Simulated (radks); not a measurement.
Coulomb parameter of the 4f shell of the cerium ion Ce2+ in the model configuration [Xe] 4f1 6s1, as a second difference U = [E(n + 0.25) + E(n - 0.25) - 2 E(n)] / (0.25)^2 with all orbitals relaxed. "Bare": the charge of the atom changes with n. "Screened": the 6s shell takes up the change at fixed total charge, which measures U(4f,4f) + U(6s,6s) - 2 U(4f,6s). Calculated with a radial shooting solver on a logarithmic mesh with Libxc functionals: scalar-relativistic Kohn-Sham, r2SCAN, spin-unpolarised, spherical densities, finite nucleus; meta-GGA in the generalised Kohn-Sham scheme; Fermi nuclear charge, rms radius 4.8771 fm.

case	configuration	E - E(n) (eV)
start	[Xe] 4f1 6s1	0.000
bare +0.25	[Xe] 4f1.25 6s1	-4.577
bare -0.25	[Xe] 4f0.75 6s1	5.590
screened +0.25	[Xe] 4f1.25 6s0.75	-1.222
screened -0.25	[Xe] 4f0.75 6s1.25	1.629

U(bare) = 16.219 eV, U(screened by 6s) = 6.515 eV, against the Slater integral F0(4f,4f) = 23.627 eV with frozen orbitals.
